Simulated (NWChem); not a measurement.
System: C$_{3}$H$_{5}$F; SMILES CC(F)=C

NWChem input:

```
start job
memory heap 200 mb stack 900 mb global 1100 mb
geometry units angstroms noautoz
  C     -1.063545    -0.977506     0.000000
  C     -0.056970    -0.089990     0.000000
  C     -0.137888     1.400678     0.000000
  F      1.225359    -0.529701     0.000000
  H     -2.105078    -0.631446     0.000000
  H     -0.857390    -2.056758     0.000000
  H      0.376567     1.816342     0.891758
  H     -1.187949     1.745199     0.000000
  H      0.376567     1.816342    -0.891758
end
basis spherical
  C library def2-svp
  F library def2-svp
  H library def2-svp
end
dft
  xc slater vwn_5
  iterations 150
end
tddft
  nroots 8
  notriplet
end
task tddft energy
```

Parts of the log:

```
             Northwest Computational Chemistry Package (NWChem) 7.3.0
             --------------------------------------------------------

 CS  symmetry detected

                             Geometry "geometry" -> ""
                             -------------------------

 Output coordinates in angstroms (scale by  1.889725989 to convert to a.u.)

  No.       Tag          Charge          X              Y              Z
 ---- ---------------- ---------- -------------- -------------- --------------
    1 C                    6.0000    -0.96715832    -1.07322776     0.00000000
    2 C                    6.0000    -0.05077598    -0.09285983     0.00000000
    3 C                    6.0000    -0.27493949     1.38307701     0.00000000
    4 F                    9.0000     1.26795233    -0.40697615     0.00000000
    5 H                    1.0000    -2.03718785    -0.82912669     0.00000000
    6 H                    1.0000    -0.65797930    -2.12759634     0.00000000
    7 H                    1.0000     0.19707401     1.84637363     0.89175800
    8 H                    1.0000    -1.35330906     1.62482459     0.00000000
    9 H                    1.0000     0.19707401     1.84637363    -0.89175800

 Effective nuclear repulsion energy (a.u.)     117.1352124178

      Symmetry information
      --------------------

 Group name             Cs
 Group number              2
 Group order               2
 No. of unique centers     8

                                 NWChem DFT Module
                                 -----------------

 Summary of "ao basis" -> "ao basis" (spherical)
 ------------------------------------------------------------------------------
       Tag                 Description            Shells   Functions and Types
 ---------------- ------------------------------  ------  ---------------------
 C                          def2-svp                 6       14   3s2p1d
 F                          def2-svp                 6       14   3s2p1d
 H                          def2-svp                 3        5   2s1p

      Symmetry analysis of basis
      --------------------------

        a'         57
        a"         24

            General Information
            -------------------
          SCF calculation type: DFT
          Wavefunction type:  closed shell.
          No. of atoms     :     9
          No. of electrons :    32
           Alpha electrons :    16
            Beta electrons :    16
          Charge           :     0
          Spin multiplicity:     1
          Use of symmetry is: off; symmetry adaption is: on
          Maximum number of iterations: 150
          AO basis - number of functions:    81
                     number of shells:    39
          Convergence on energy requested:  1.00D-06
          Convergence on density requested:  1.00D-05
          Convergence on gradient requested:  5.00D-04

              XC Information
              --------------
                        Slater Exchange Functional  1.000 local
                      VWN V Correlation Functional  1.000 local

             Grid Information
             ----------------
          Grid used for XC integration:  medium
          Radial quadrature: Mura-Knowles
          Angular quadrature: Lebedev.
          Tag              B.-S. Rad. Rad. Pts. Rad. Cut. Ang. Pts.
          ---              ---------- --------- --------- ---------
          C                   0.70       49          10.0       434
          F                   0.50       49           9.0       434
          H                   0.35       45          11.0       434
          Grid pruning is: on
          Number of quadrature shells:   421
          Spatial weights used:  Erf1

      Superposition of Atomic Density Guess
      -------------------------------------

 Sum of atomic energies:        -214.66333799

      Non-variational initial energy
      ------------------------------

 Total energy =    -216.697217
 1-e energy   =    -524.736220
 2-e energy   =     190.903790
 HOMO         =      -0.285262
 LUMO         =       0.047952

      Symmetry analysis of molecular orbitals - initial
      -------------------------------------------------

  Numbering of irreducible representations:

     1 a'          2 a"

  Orbital symmetries:

     1 a'          2 a'          3 a'          4 a'          5 a'
     6 a'          7 a'          8 a'          9 a'         10 a"
    11 a'         12 a'         13 a"         14 a'         15 a'
    16 a"         17 a"         18 a'         19 a'         20 a'
    21 a"         22 a'         23 a'         24 a'         25 a'
    26 a'

 !! scf_movecs_sym_adapt:    8 vectors were symmetry contaminated

  Symmetry fudging

   convergence    iter        energy       DeltaE   RMS-Dens  Diis-err
 ---------------- ----- ----------------- --------- --------- ---------
 d= 0,ls=0.0,diis     1   -215.1732403709 -3.32D+02  1.76D-02  8.84D-01

 !! scf_movecs_sym_adapt:    5 vectors were symmetry contaminated

  Symmetry fudging
 d= 0,ls=0.0,diis     2   -215.0600346297  1.13D-01  1.17D-02  1.80D+00

 !! scf_movecs_sym_adapt:    5 vectors were symmetry contaminated

  Symmetry fudging
 d= 0,ls=0.0,diis     3   -215.2247674572 -1.65D-01  5.04D-03  1.70D-01

 !! scf_movecs_sym_adapt:    3 vectors were symmetry contaminated

  Symmetry fudging
 d= 0,ls=0.0,diis     4   -215.2377208773 -1.30D-02  2.43D-03  6.47D-02

 !! scf_movecs_sym_adapt:    2 vectors were symmetry contaminated

  Symmetry fudging
 d= 0,ls=0.0,diis     5   -215.2463210137 -8.60D-03  2.76D-04  1.35D-03
  Resetting Diis
 d= 0,ls=0.0,diis     6   -215.2464196953 -9.87D-05  1.13D-04  8.78D-05
 d= 0,ls=0.0,diis     7   -215.2464301330 -1.04D-05  6.96D-05  7.23D-06
 d= 0,ls=0.0,diis     8   -215.2464284361  1.70D-06  4.56D-05  2.23D-05
 d= 0,ls=0.0,diis     9   -215.2464308893 -2.45D-06  1.05D-05  1.10D-06
 d= 0,ls=0.0,diis    10   -215.2464310136 -1.24D-07  3.13D-06  9.26D-08

         Total DFT energy =     -215.246431013621
      One electron energy =     -527.818371429972
           Coulomb energy =      222.151521166354
    Exchange-Corr. energy =      -26.714793167843
 Nuclear repulsion energy =      117.135212417840

 Numeric. integr. density =       32.000009999105

                  Occupations of the irreducible representations
                  ----------------------------------------------

                     irrep           alpha         beta
                     --------     --------     --------
                     a'               13.0         13.0
                     a"                3.0          3.0

                       DFT Final Molecular Orbital Analysis
                       ------------------------------------

[...]

                                NWChem TDDFT Module
                                -------------------

            General Information
            -------------------
           No. of orbitals :     162
            Alpha orbitals :      81
             Beta orbitals :      81
        Alpha frozen cores :       0
         Beta frozen cores :       0
     Alpha frozen virtuals :       0
      Beta frozen virtuals :       0
         Spin multiplicity :       1
    Number of AO functions :      81
        Use of symmetry is : off
      Symmetry adaption is : on
         Schwarz screening :  0.10D-07

              XC Information
              --------------
                 Slater Exchange Functional   1.00 local
               VWN V Correlation Functional   1.00 local

             TDDFT Information
             -----------------
          Calculation type : TDDFT
         Wavefunction type : Restricted singlets
          No. of electrons :      32
           Alpha electrons :      16
            Beta electrons :      16
              No. of roots :       8
          Max subspacesize :    5600
            Max iterations :     100
               Target root :       1
           Target symmetry : none
      Symmetry restriction : off
                 Algorithm : Optimal
        Davidson threshold :  0.10D-03

    8 smallest eigenvalue differences (eV)
--------------------------------------------------------
  No. Spin  Occ  Vir  Irrep   E(Occ)    E(Vir)   E(Diff)
--------------------------------------------------------
    1    1   16   17 a'       -0.222    -0.022     5.437
    2    1   16   18 a"       -0.222     0.040     7.114
    3    1   16   19 a"       -0.222     0.063     7.743
    4    1   15   17 a"       -0.311    -0.022     7.872
    5    1   16   20 a"       -0.222     0.085     8.359
    6    1   14   17 a"       -0.340    -0.022     8.661
    7    1   16   21 a'       -0.222     0.107     8.951
    8    1   13   17 a'       -0.354    -0.022     9.028
--------------------------------------------------------

  Entering Davidson iterations
  Restricted singlet excited states

  Iter   NTrls   NConv    DeltaV     DeltaE      Time
  ----  ------  ------  ---------  ---------  ---------
    1      8       0     0.34E+00   0.10+100        2.1
    2     16       0     0.11E+00   0.20E-01        2.2
    3     32       0     0.29E-01   0.12E-01        3.6
    4     48       0     0.95E-02   0.85E-03        3.6
    5     64       0     0.39E-02   0.33E-04        3.6
    6     80       1     0.20E-02   0.60E-05        3.6
    7     94       3     0.93E-03   0.16E-05        3.2
    8    104       6     0.39E-03   0.39E-06        2.6
    9    108       7     0.17E-03   0.58E-07        1.7
   10    110       8     0.94E-04   0.97E-08        1.3
  ----  ------  ------  ---------  ---------  ---------
  Convergence criterion met

  Ground state a'       -215.246431013621 a.u.

  ----------------------------------------------------------------------------
  Root   1 singlet a"             0.263302198 a.u.                7.1648 eV
  ----------------------------------------------------------------------------
     Transition Moments    X  0.00000   Y -0.00000   Z -0.02410
     Dipole Oscillator Strength                    0.0001019616
     Electric Quadrupole                           0.0000001012
     Magnetic Dipole                               0.0000005225
     Total Oscillator Strength                     0.0001025852

     Occ.   16  a"  ---  Virt.   18  a'   0.99754 X
     Occ.   16  a"  ---  Virt.   19  a'   0.05219 X
  ----------------------------------------------------------------------------
  Root   2 singlet a'             0.273714741 a.u.                7.4482 eV
  ----------------------------------------------------------------------------
     Transition Moments    X  0.83774   Y  1.20655   Z  0.00000
     Dipole Oscillator Strength                    0.3937074732
     Electric Quadrupole                           0.0000003931
     Magnetic Dipole                               0.0000000022
     Total Oscillator Strength                     0.3937078685

     Occ.   11  a"  ---  Virt.   17  a"   0.11379 X
     Occ.   14  a'  ---  Virt.   23  a'  -0.06148 X
     Occ.   16  a"  ---  Virt.   17  a"   0.96620 X
     Occ.   16  a"  ---  Virt.   17  a"  -0.15084 Y
     Occ.   16  a"  ---  Virt.   21  a"   0.20534 X
  ----------------------------------------------------------------------------
  Root   3 singlet a"             0.287647034 a.u.                7.8273 eV
  ----------------------------------------------------------------------------
     Transition Moments    X  0.00000   Y  0.00000   Z -0.21991
     Dipole Oscillator Strength                    0.0092739250
     Electric Quadrupole                           0.0000001613
     Magnetic Dipole                               0.0000004942
     Total Oscillator Strength                     0.0092745805

     Occ.   16  a"  ---  Virt.   18  a'  -0.05166 X
     Occ.   16  a"  ---  Virt.   19  a'   0.99508 X
     Occ.   16  a"  ---  Virt.   20  a'  -0.06107 X
  ----------------------------------------------------------------------------
  Root   4 singlet a"             0.293769545 a.u.                7.9939 eV
  ----------------------------------------------------------------------------
     Transition Moments    X  0.00000   Y  0.00000   Z -0.02775
     Dipole Oscillator Strength                    0.0001508009
     Electric Quadrupole                           0.0000000358
     Magnetic Dipole                               0.0000025938
     Total Oscillator Strength                     0.0001534305

     Occ.   14  a'  ---  Virt.   17  a"  -0.06205 X
     Occ.   15  a'  ---  Virt.   17  a"  -0.99706 X
  ----------------------------------------------------------------------------
  Root   5 singlet a"             0.311650457 a.u.                8.4804 eV
  ----------------------------------------------------------------------------
     Transition Moments    X -0.00000   Y  0.00000   Z -0.09911
     Dipole Oscillator Strength                    0.0020410327
     Electric Quadrupole                           0.0000000015
     Magnetic Dipole                               0.0000000403
     Total Oscillator Strength                     0.0020410745

     Occ.   14  a'  ---  Virt.   17  a"  -0.10206 X
     Occ.   16  a"  ---  Virt.   19  a'  -0.05990 X
     Occ.   16  a"  ---  Virt.   20  a'  -0.98922 X
  ----------------------------------------------------------------------------
  Root   6 singlet a"             0.325900679 a.u.                8.8682 eV
  ----------------------------------------------------------------------------
     Transition Moments    X -0.00000   Y -0.00000   Z  0.11216
     Dipole Oscillator Strength                    0.0027334284
     Electric Quadrupole                           0.0000001950
     Magnetic Dipole                               0.0000026136
     Total Oscillator Strength                     0.0027362370

     Occ.   12  a'  ---  Virt.   17  a"  -0.09076 X
     Occ.   14  a'  ---  Virt.   17  a"  -0.97956 X
     Occ.   15  a'  ---  Virt.   17  a"   0.05743 X
     Occ.   16  a"  ---  Virt.   20  a'   0.10577 X
     Occ.   16  a"  ---  Virt.   22  a'   0.10678 X
     Occ.   16  a"  ---  Virt.   23  a'   0.05279 X
  ----------------------------------------------------------------------------
  Root   7 singlet a'             0.334210735 a.u.                9.0943 eV
  ----------------------------------------------------------------------------
     Transition Moments    X  0.12459   Y  0.17209   Z -0.00000
     Dipole Oscillator Strength                    0.0100569633
     Electric Quadrupole                           0.0000002231
     Magnetic Dipole                               0.0000003229
     Total Oscillator Strength                     0.0100575092

     Occ.   11  a"  ---  Virt.   17  a"   0.10684 X
     Occ.   13  a"  ---  Virt.   17  a"  -0.38693 X
     Occ.   15  a'  ---  Virt.   18  a'  -0.06945 X
     Occ.   16  a"  ---  Virt.   17  a"   0.16441 X
     Occ.   16  a"  ---  Virt.   21  a"  -0.89504 X
  ----------------------------------------------------------------------------
  Root   8 singlet a"             0.342582976 a.u.                9.3222 eV
  ----------------------------------------------------------------------------
     Transition Moments    X  0.00000   Y -0.00000   Z -0.02471
     Dipole Oscillator Strength                    0.0001394545
     Electric Quadrupole                           0.0000001040
     Magnetic Dipole                               0.0000005933
     Total Oscillator Strength                     0.0001401517

     Occ.   12  a'  ---  Virt.   17  a"   0.13426 X
     Occ.   14  a'  ---  Virt.   17  a"   0.09753 X
     Occ.   16  a"  ---  Virt.   22  a'   0.98238 X
     Occ.   16  a"  ---  Virt.   23  a'   0.05476 X

              Target root =      1
          Target symmetry = none
      Ground state energy =   -215.246431013621
        Excitation energy =      0.263302197524
     Excited state energy =   -214.983128816097

  stored tddft:energy   -214.98312881609689
```

Level: LDA (Slater exchange, VWN5)/def2-SVP, full TDDFT. Coordinates come from a PBE-D3(BJ)/def2-SVP optimisation.
